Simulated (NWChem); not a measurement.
System: SiH2O2, singlet; SMILES O[Si]O

NWChem input:

```
start job
memory heap 200 mb stack 900 mb global 1100 mb
geometry units angstroms noautosym nocenter noautoz
  Si     0.626107     0.020542     0.000000
  O     -0.411497     1.317374     0.000000
  H     -1.354995     1.103873     0.000000
  O     -0.518460    -1.209484     0.000000
  H     -0.167354    -2.106665     0.000000
end
basis spherical
  * library def2-svp
end
dft
  xc pbe0
  iterations 150
end
cosmo
  do_cosmo_smd true
  solvent hexane
end
task dft energy
```

Low-valent species are run as closed-shell singlets; no triplet was tried in these runs. Coordinates come from a PBE0/def2-SVP optimisation. Solvent: n-hexane.

Level: PBE0/def2-SVP with SMD (1 M gas to 1 M solution), gas-phase geometry. Reactions with the solvent are ignored.

Problem. Predict the main results of this run. (PBE0/def2-SVP, SMD on the gas-phase geometry.) Quantities: solvation free energy (kcal/mol); cavity-dispersion-structure term (kcal/mol); dipole in solution (D).

Solution. 
| Property | Result |
|---|---|
| solvation free energy (kcal/mol) | -3.3 |
| cavity-dispersion-structure term (kcal/mol) | -1.5 |
| dipole in solution (D) | 2.16 |
